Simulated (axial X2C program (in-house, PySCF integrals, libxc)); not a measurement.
Values are calculated unless marked as measured or tabulated.
## SnAs: input and output

Program: an in-house relativistic program for diatomic molecules.

Input file and command:
```json
{
 "zs": [
  50,
  33
 ],
 "q": 0,
 "bas": [
  "dyall-cv3z",
  "dyall-cv3z"
 ],
 "levels": [
  "PBE0",
  "HF",
  "PBEsol"
 ],
 "cc": true,
 "r0": 2.61,
 "thr": -1.0,
 "nmax": 90,
 "npts": 10,
 "nst": 2,
 "ntry": 6
}
```
```bash
python so2c.py task.json out
```

Keys: zs atomic numbers; q charge; bas basis sets; levels methods; cc coupled cluster on or off; r0 starting distance in Å; thr threshold in hartree for freezing inner shells (an s shell follows its p shell); nmax most natural virtual spinors; npts points on the curve; nst determinants followed; ntry starts of the search. HF also brings MP2.

Output of the PBE0 step, spin-free, at R = 2.444 Å for the state M_S = 1/2, Λ = 1. It starts from the PBE0 orbitals of the search at 2.444 Å.

```
spin-free X2C-1e  PBE0
basis functions 232  fitting functions 1239  grid points 5803
iter        total energy     max residual
   1      -8436.824340499     5.14e-05
   2      -8436.824340526     1.54e-05
   3      -8436.824340530     9.75e-06
converged
one-electron -12352.57713143  Coulomb 3808.98993264  exact exchange -61.64174624  xc functional -188.85496916  nuclear repulsion 357.25957366
```
Energies are in hartree; totals compare only within one Hamiltonian and basis. The determinant is spin-polarised beyond a pure state at some levels (its spin-free form has ⟨S²⟩ too high), which makes Re and μ there less reliable.
